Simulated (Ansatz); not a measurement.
Start from `[GaH2][O]/C=C/Br` and change one atom or group (the configuration at the double bond changes too) to get `[SiH3]O/C=C\Br`.

Ansatz, PBE0-D4/def2-TZVP geometries, multiplicity 1. Each molecule was computed in one conformer, which needn't be the lowest.

Scalar relativity is left out up to krypton. Spin–orbit coupling is left out; it splits and shifts lone-pair levels of the heavy atoms by tenths of an eV.

```
                                          property  `[GaH2][O]/C=C/Br`
             LUMO energy (ωB97M-V/def2-TZVPP) / eV               -0.07
size of the dipole moment (ωB97M-V/def2-TZVPP) / D                2.81
             HOMO energy (ωB97M-V/def2-TZVPP) / eV               -8.62
    size of the dipole moment (PBE/def2-TZVPP) / D                2.49
           HOMO–LUMO gap (ωB97M-V/def2-TZVPP) / eV                8.55
                 HOMO energy (PBE/def2-TZVPP) / eV               -5.38
```

(1) What does the change do to each property? (Estimate.)

## Answers

(1) Ansatz gave: 
| property | `[SiH3]O/C=C\Br` | shift |
| --- | --- | --- |
| LUMO energy (ωB97M-V/def2-TZVPP) / eV | 1.58 | 1.65 |
| size of the dipole moment (ωB97M-V/def2-TZVPP) / D | 2.43 | -0.38 |
| HOMO energy (ωB97M-V/def2-TZVPP) / eV | -8.92 | -0.30 |
| size of the dipole moment (PBE/def2-TZVPP) / D | 2.28 | -0.21 |
| HOMO–LUMO gap (ωB97M-V/def2-TZVPP) / eV | 10.50 | 1.95 |
| HOMO energy (PBE/def2-TZVPP) / eV | -5.61 | -0.23 |

With PBE0 the HOMO falls by 0.28 eV and the LUMO rises by 1.60 eV, so the gap widens by about 1.88 eV. PBE moves the HOMO by -0.23 eV and ωB97M-V by -0.30 eV. Dipoles are sizes alone; their direction can turn.

Positive LUMOs are unbound, so they and the gaps depend on the basis.
